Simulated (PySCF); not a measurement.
C$_{2}$H$_{6}$N, SMILES `C[N]C` (charge 0, multiplicity 2)

Computed with TPSSh-D3(BJ)/def2-TZVP // BP86-D3(BJ)/def2-SVP in PySCF.

```
Property                                               Value
-----------------------------  -----------------------------
highest occupied spin orbital                       -6.42 eV
dipole moment                                         1.70 D
total energy                                    -134.5732 Ha
cost                           very roughly 2.7 core-minutes
```

```xyz
9

C     -1.2316     0.0922     0.1781
N     -0.0929     0.3761    -0.6471
C      1.1413     0.0018    -0.0185
H     -1.1793     0.6280     1.1628
H     -1.2976    -0.9962     0.4433
H     -2.1758     0.3847    -0.3258
H      1.1669    -1.0896     0.2414
H      1.2932     0.5360     0.9567
H      2.0090     0.2233    -0.6735
```
Charge 0, spin multiplicity 2.
